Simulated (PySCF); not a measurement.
**Working out the ionisation energy of F⁺**

F⁺ [He] 2s2 2p4 (3P) → F²⁺ [He] 2s2 2p3 (4S). Computed with PySCF 2.14 in aug-cc-pVTZ-DK (5s4p3d2f, 46 functions), with the spin-free X2C one-electron Hamiltonian (Gaussian nucleus). Frozen: 1s2. Energies in hartree (1 hartree = 27.21139 eV):

```csv
part,F⁺ (lower),F²⁺ (upper)
UHF,-98.918188,-97.691582
MP2 opposite-spin,-0.109836,-0.070716
MP2 same-spin,-0.035273,-0.029204
```

**Question.** What does Hartree-Fock give?

**Answer.** (-97.691582) − (-98.918188) = 1.226606 hartree = 33.378 eV.

**Question.** What do MP2 and SCS-MP2 (6/5 opposite-spin, 1/3 same-spin) give?

**Answer.** The opposite-spin parts differ by 1.065 eV and the same-spin parts by 0.165 eV. MP2: 33.378 + (1.065) + (0.165) = 34.608 eV. SCS-MP2: 33.378 + 1.2 × (1.065) + (0.165)/3 = 34.711 eV.

Measured between the centres of the two terms (NIST): 34.950 eV, so MP2 (valence) is off by -0.342 eV.

What remains against the reference includes basis incompleteness, the frozen core and correlation beyond second order.
